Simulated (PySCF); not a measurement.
A structure optimised at PBE-D3(BJ)/def2-TZVPD, used in a PySCF frequency run:

```
Ag
Ag 1 2.5753
```

### Question
Write its SMILES, formula and point group.

### Answer
[Ag][Ag], Ag2, D∞h

### Question
What are its rotational constants (standard atomic weights)?

### Answer
1.4129 GHz (linear rotor, B only)
